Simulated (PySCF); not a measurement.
ReO₃, SMILES [O]=[Re](=[O])=[O] (connectivity only; charge and spin as stated), neutral, multiplicity 2.

The structure is a stationary point at r2SCAN-D4/def2-TZVP. The spin state was assumed, not searched. The isomer is the one that the SMILES or the coordinates give; other isomers of the formula were not compared. The def2 effective core potentials stand for the cores of Re; spin–orbit coupling is left out.

All values below come from TDA-CAM-B3LYP/def2-SVPD in PySCF.

Vertical excitations; the highest root listed may be one member of a degenerate set. Isolated molecule, no solvent.

| state | energy (eV) | λ (nm) | f | main pairs |
|---|---|---|---|---|
| root 1 | 2.79 | 445 | 0.000 | α HOMO→LUMO (degenerate set) |
| root 2 | 2.79 | 445 | 0.000 | α HOMO→LUMO+1 (degenerate set) |
| root 3 | 3.12 | 398 | 0.000 | β HOMO→LUMO 96 % |
| root 4 | 3.25 | 381 | 0.004 | β HOMO−1→LUMO (degenerate set) |
| root 5 | 3.25 | 381 | 0.004 | β HOMO−2→LUMO (degenerate set) |
| root 6 | 3.78 | 328 | 0.002 | β HOMO−3→LUMO 92 % |
| root 7 | 3.97 | 313 | 0.000 | α HOMO−1→LUMO, α HOMO−2→LUMO+1, α HOMO−3→LUMO, β HOMO→LUMO+1 (degenerate set) |
| root 8 | 3.97 | 313 | 0.000 | α HOMO−1→LUMO+1, α HOMO−3→LUMO+1, α HOMO−2→LUMO, β HOMO→LUMO+2 (degenerate set) |
| root 9 | 4.28 | 290 | 0.001 | α HOMO−2→LUMO 29 %, α HOMO−3→LUMO+1 29 %, β HOMO−1→LUMO+1 16 %, β HOMO−2→LUMO+2 16 % |
| root 10 | 4.44 | 279 | 0.000 | α HOMO−1→LUMO 30 %, α HOMO−4→LUMO+1 13 %, β HOMO−1→LUMO+2 15 %, β HOMO−2→LUMO+1 15 %, β HOMO−3→LUMO+2 10 % |
Unrestricted roots are not spin-pure.
